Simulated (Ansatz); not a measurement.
Gas-phase electronic energies from Ansatz, PBE0-D4/def2-TZVP geometries. CBS: MP2 limit from def2 TZ/QZ plus the TZ coupled-cluster correction, frozen cores. This one scheme is used for every species. Each species was taken in one conformer, which may not be the lowest.

`C=C[SiH2]C=N` + `N[SiH3]` → `C=C[SiH2]N[SiH3]` + `C=N`  (ligand exchange at the Si–C bond)

```json
{"species": "`C=C[SiH2]C=N`", "MP2/def2-QZVPP energy (Eh)": "-461.96807"}
{"species": "`N[SiH3]`", "MP2/def2-QZVPP energy (Eh)": "-346.74047"}
{"species": "`C=C[SiH2]N[SiH3]`", "MP2/def2-QZVPP energy (Eh)": "-714.26753"}
{"species": "`C=N`", "MP2/def2-QZVPP energy (Eh)": "-94.47062"}
```

Q: Work out ΔE.

A: ΔE = (-714.26753) + (-94.47062) − (-461.96807) − (-346.74047) = -0.02961 Eh = -77.7 kJ/mol. CCSD(T)/CBS gives -74.8 kJ/mol.

Largest T1 diagnostic among the species: 0.012.

From PBE to PBE0 (25 % exact exchange), in def2-TZVPP and without D4, ΔE moves by −5.4 kJ/mol. In def2-TZVPP, CCSD(T) changes the Hartree–Fock value by +6.4 kJ/mol (the triples alone add +1.1 kJ/mol) and MP2 by +4.0 kJ/mol.
